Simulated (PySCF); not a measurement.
## MH anions for M along the alkaline earths

CCSD(T) with double-zeta basis sets in PySCF, for the lowest determinant that a PBE0 search found; no spin–orbit coupling. De refers to high-spin ground-configuration atoms (the charge goes to the atom of lower measured ionisation energy or higher electron affinity, which is not always the lowest computed limit).

```
 M                           basis  reference, frozen orbitals  charged atom  state (unpaired electrons)  Re (Å)  ωe (cm⁻¹)  De (eV)
Be                  aug-cc-pVDZ-DK                      RHF, 0            H−      singlet (closed shell)   1.433       1617     1.86
Mg                     aug-cc-pVDZ                      RHF, 1            H−      singlet (closed shell)   1.882       1089     1.45
Ca  aug-cc-pVDZ-X2C/aug-cc-pVDZ-DK                      RHF, 5            H−      singlet (closed shell)   2.107       1096     1.95
Sr  aug-cc-pVDZ-X2C/aug-cc-pVDZ-DK                      RHF, 9            H−      singlet (closed shell)   2.261       1026     1.95
```

The shortest bond is that of BeH⁻ (1.433 Å), the longest that of SrH⁻ (2.261 Å).

The rows differ in basis set, which adds steps of its own.

Down a group the atoms grow and get heavier, so bonds lengthen and wavenumbers fall; this series shows no clear exception.

Correlated steps freeze the inner cores (0 to 9 orbitals); shallow outer-core shells are correlated. Correlated levels converge slowly with the basis: in double zeta they bind strong bonds too weakly, by up to about 1 eV, and carry superposition errors of some tenths. For an ion De counts to the pair picked by the measured ionisation energies or electron affinities, which need not be the lowest pair at this level. The CCSD T1 diagnostic is raised in CaH⁻, a sign that a single reference may not be enough there.
